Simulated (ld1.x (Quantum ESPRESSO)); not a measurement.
## Ranking TM potentials for F (Z = 9)

All share these settings but for the change named:

fluorine, norm-conserving Troullier–Martins (Kleinman–Bylander form), made with ld1.x (Quantum ESPRESSO) 7.5 (LDA (PZ), scalar-relativistic). Core [He], reference 2s1.75 2p5.25. Waves: 2s (bound): rc 0.90 bohr; 2p (bound): rc 0.90 bohr. Local part: the p channel. Core correction: Bessel-smoothed model core, default radius (core density twice the valence density).

Test errors are all-electron minus pseudo excitation energies from the reference, over 2s2 2p5; 2s2 2p4; 2s2 2p3; 2s2 2p1; 2s2 2p4.5; 2s1 2p5; 2s2 2p5.3. None of these files shows a bound ghost.

The base gives 427.8 meV.

Of 8 variants that were run, those that failed, showed a ghost or another fault, or gave nearly equal values are left out.

(1) Rank these variants by their largest absolute test error, smallest first.
A. all radii but the core radius scaled by about 0.89 (s 0.80, p 0.80 bohr)
B. all radii but the core radius scaled by about 1.16 (s 1.04, p 1.04 bohr)
C. all radii but the core radius scaled by about 1.24 (s 1.12, p 1.12 bohr)
D. all radii but the core radius scaled by about 0.80 (s 0.72, p 0.72 bohr)
E. all radii but the core radius scaled by about 0.73 (s 0.66, p 0.66 bohr)

Answers

(1) E (36.3 meV), D (84.5 meV), A (190.9 meV), B (816.3 meV), C (1148.2 meV).
